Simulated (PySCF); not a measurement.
Al(H)2(Me)(OH2), CH₇AlO, singlet, B3LYP/def2-SVP optimised geometry.

```
10

Al    -1.15    -0.58     0.00
H     -1.28     1.02     0.00
H     -1.28    -1.32     1.42
C     -1.65    -1.57    -1.63
H     -1.28    -1.09    -2.55
H     -2.75    -1.63    -1.72
H     -1.28    -2.61    -1.63
O      0.91    -0.58     0.00
H      1.28     0.31    -0.03
H      1.28    -1.02     0.78
```

Density from B3LYP/def2-TZVP (PySCF) at that geometry.

Minimum of the electron density along straight lines between bonded atoms, close to the bond critical point (lines longer than 1.1 times the sum of covalent radii, or with two minima, are not listed):

```json
[
 {"bond": "Al1–H2", "length / Å": "1.607", "ρ at the minimum / e bohr⁻³": "0.078", "∇²ρ there / e bohr⁻⁵": "0.19", "position (fraction from the first atom)": "0.50"},
 {"bond": "Al1–H3", "length / Å": "1.607", "ρ at the minimum / e bohr⁻³": "0.078", "∇²ρ there / e bohr⁻⁵": "0.20", "position (fraction from the first atom)": "0.50"},
 {"bond": "Al1–C4", "length / Å": "1.972", "ρ at the minimum / e bohr⁻³": "0.084", "∇²ρ there / e bohr⁻⁵": "0.25", "position (fraction from the first atom)": "0.40"},
 {"bond": "C4–H5", "length / Å": "1.104", "ρ at the minimum / e bohr⁻³": "0.263", "∇²ρ there / e bohr⁻⁵": "-0.84", "position (fraction from the first atom)": "0.63"},
 {"bond": "C4–H6", "length / Å": "1.106", "ρ at the minimum / e bohr⁻³": "0.262", "∇²ρ there / e bohr⁻⁵": "-0.83", "position (fraction from the first atom)": "0.63"},
 {"bond": "C4–H7", "length / Å": "1.104", "ρ at the minimum / e bohr⁻³": "0.263", "∇²ρ there / e bohr⁻⁵": "-0.84", "position (fraction from the first atom)": "0.63"},
 {"bond": "O8–H9", "length / Å": "0.970", "ρ at the minimum / e bohr⁻³": "0.350", "∇²ρ there / e bohr⁻⁵": "-2.41", "position (fraction from the first atom)": "0.81"},
 {"bond": "O8–H10", "length / Å": "0.970", "ρ at the minimum / e bohr⁻³": "0.350", "∇²ρ there / e bohr⁻⁵": "-2.41", "position (fraction from the first atom)": "0.81"}
]
```
